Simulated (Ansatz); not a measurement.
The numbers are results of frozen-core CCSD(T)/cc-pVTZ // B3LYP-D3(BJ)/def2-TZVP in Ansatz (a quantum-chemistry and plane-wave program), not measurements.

Ansatz 0.2 input:
```yaml
crystal:
  periodic: [false, false, false]
  atoms:
    - { symbol: C, position_ang: [2.231816, 0.35172, 0.141917] }
    - { symbol: C, position_ang: [1.198275, -0.425254, -0.151089] }
    - { symbol: C, position_ang: [-0.023372, -0.591491, 0.708497] }
    - { symbol: C, position_ang: [-1.288115, -0.223271, -0.015235] }
    - { symbol: C, position_ang: [-2.145274, 0.7073, 0.381081] }
    - { symbol: H, position_ang: [3.085701, 0.433655, -0.518297] }
    - { symbol: H, position_ang: [2.26083, 0.935845, 1.054971] }
    - { symbol: H, position_ang: [1.205065, -0.990891, -1.079508] }
    - { symbol: H, position_ang: [-0.09187, -1.642853, 1.018112] }
    - { symbol: H, position_ang: [0.07477, 0.004873, 1.618093] }
    - { symbol: H, position_ang: [-1.486216, -0.772147, -0.932539] }
    - { symbol: H, position_ang: [-3.040944, 0.93177, -0.183814] }
    - { symbol: H, position_ang: [-1.980652, 1.28075, 1.286487] }
basis:
  gaussian: { orbitals: cc-pVTZ }
correlation:
  method: ccsd_t
```

Output:

```
Functional definition: HF
1483 factors; integrals over basis functions are off by at most 8.8e-4 eV
mean field evaluation 1: about -5275.6838 eV, gradient 3.5e1 eV
mean field evaluation 2: about -5275.9878 eV, gradient 3.5e1 eV
mean field evaluation 4: about -5279.4879 eV, gradient 3.5e0 eV
mean field evaluation 8: about -5279.5310 eV, gradient 2.4e-1 eV
mean field evaluation 16: about -5275.6825 eV, gradient 3.5e1 eV
mean field -5279.53112226 eV, -194.0191901484 hartree, gradient 1.6e-6 eV, S^2 0.000000; 0 other end points of the search recorded, 0 dependent functions left out
5 core orbitals not correlated
reference -5279.53112226 eV, -194.0191901484 hartree; 14, 14 occupied and 243, 243 virtual orbitals, 1483 factors
second order -22.40597321 eV of doubles, -0.00000000 eV of singles
cycle   1  -22.97420411 eV  change   -5.7e-1 eV  update   9.8e-2
cycle   2  -23.56620634 eV  change   -5.9e-1 eV  update   3.1e-2
cycle   3  -23.67629508 eV  change   -1.1e-1 eV  update   1.4e-2
cycle   4  -23.67291976 eV  change    3.4e-3 eV  update   3.7e-3
cycle   5  -23.67420292 eV  change   -1.3e-3 eV  update   1.3e-3
cycle   6  -23.67449387 eV  change   -2.9e-4 eV  update   3.2e-4
cycle   7  -23.67441622 eV  change    7.8e-5 eV  update   9.0e-5
cycle   8  -23.67442651 eV  change   -1.0e-5 eV  update   3.4e-5
perturbative correction -1.06507065 eV, -0.0391406243 hartree
Total energy: -5304.27061942 eV, -194.9283498998 hartree
```

Cost: very roughly 13 core-minutes.
